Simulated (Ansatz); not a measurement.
C5H11FGeO (`C=C[CH2][Ge]([CH3])([F])[O]C`), relaxed with RKS PBE0-D4/def2-TZVP in Ansatz 0.2.0 from a PBE-D4/def2-SVP geometry. The force threshold is 0.005 eV/Å; the program also tests the step.

The species carries charge 0 and has multiplicity 1.

Start:

```xyz
19

C     2.633   -1.140    1.144
C     1.293   -1.197    1.267
C     0.359   -0.031    1.155
Ge   -0.359    0.098   -0.683
C    -0.806   -1.547   -1.608
F     0.903    0.948   -1.594
O    -1.815    1.145   -0.760
C    -1.774    2.448   -0.205
H     3.251   -2.049    1.206
H     3.157   -0.184    0.973
H     0.819   -2.183    1.426
H     0.870    0.933    1.354
H    -0.508   -0.118    1.842
H     0.085   -2.202   -1.660
H    -1.616   -2.073   -1.068
H    -1.150   -1.311   -2.633
H    -2.762    2.928   -0.370
H    -0.998    3.090   -0.683
H    -1.583    2.444    0.896
```

Task: How much energy does the relaxation release, and in how many steps? (An estimate is asked.)

Result: The calculation gave: 2.22 kcal/mol, in 9 steps, 1 of them rejected.

Task: Which bonds change most? (Best estimate.)

Result: Ansatz gave: Ge4–O7 from 1.795 to 1.769 Å; Ge4–F6 from 1.773 to 1.749 Å; C1–C2 from 1.347 to 1.327 Å; C8–H19 from 1.117 to 1.098 Å.

Task: Give the relaxed structure. (Estimate.)

Result: The calculation gave: 
```xyz
19

C     2.629   -1.111    1.195
C     1.305   -1.194    1.242
C     0.368   -0.044    1.128
Ge   -0.380    0.085   -0.677
C    -0.835   -1.535   -1.614
F     0.845    0.925   -1.600
O    -1.809    1.127   -0.719
C    -1.747    2.437   -0.204
H     3.251   -1.995    1.260
H     3.134   -0.156    1.088
H     0.847   -2.176    1.344
H     0.873    0.905    1.323
H    -0.471   -0.136    1.824
H     0.042   -2.178   -1.693
H    -1.625   -2.067   -1.084
H    -1.187   -1.280   -2.613
H    -2.725    2.901   -0.345
H    -0.998    3.045   -0.725
H    -1.518    2.449    0.870
```
